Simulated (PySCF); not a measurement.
Structure with atom numbers: `[CH:1]#[C:2][Si@@H:3]1[CH2:4][CH2:5][C@@H:6]1[C:7]([F:8])([F:9])[F:10]`. Each H is labelled by its parent atom. Ha(C4), Ha(C5) are cis to C2 on the ring; Hb(C4), Hb(C5) are trans to C2 on the ring.

Computed data (PySCF 2.14.0 with density-fitted response routines): PBE0-D3(BJ)/def2-SVP structure, shielding tensors at PBE/pcSseg-1 (GIAO). A single conformation, relativity neglected, equivalent nuclei averaged, no solvent.

References, each an isolated molecule treated in the same way: ¹³C (180.03 ppm) and ¹H (31.20 ppm) and ²⁹Si (334.61 ppm) against TMS; CFCl3 for ¹⁹F (144.73 ppm).

```
    atoms  nucleus  count  δ (ppm)
   Hb(C5)       ¹H      1        ?
       C5      ¹³C      1     24.4
       C7      ¹³C      1        ?
   H(Si3)       ¹H      1     5.12
       C4      ¹³C      1     15.7
   Hb(C4)       ¹H      1     1.23
       C1      ¹³C      1    105.1
    H(C1)       ¹H      1     2.59
       C6      ¹³C      1     37.5
    H(C6)       ¹H      1        ?
   Ha(C5)       ¹H      1     2.48
   Ha(C4)       ¹H      1        ?
      Si3     ²⁹Si      1    -40.6
       C2      ¹³C      1        ?
F8/F9/F10      ¹⁹F      3    -93.1
```

Estimate the values marked ?.

Answers


- C7: 139.7 ppm, CF3 carbon; 3 electronegative neighbours deshield it
- C2: 84.2 ppm, alkyne carbon; sp carbons lie upfield of alkene carbons because the cylindrical π system leaves one tensor component strongly shielded
- Hb(C5): 2.25 ppm, hydrogen on an sp3 CH2 in a ring
- H(C6): 2.05 ppm, hydrogen on an sp3 CH bonded to Si
- Ha(C4): 1.83 ppm, hydrogen on an sp3 CH2 bonded to Si

Shifts are as computed. Against solution values, carbons near 30 ppm lie about +2 ppm off and those near 130 ppm about +2 ppm. Of 1211 compounds with measured shifts, 218 miss one by over three times the rms of a fit or turn the order of signals round; such compounds aren't used in these exercises. Unscaled 19F shifts against computed CFCl3 carry errors that often reach 10 to 50 ppm.
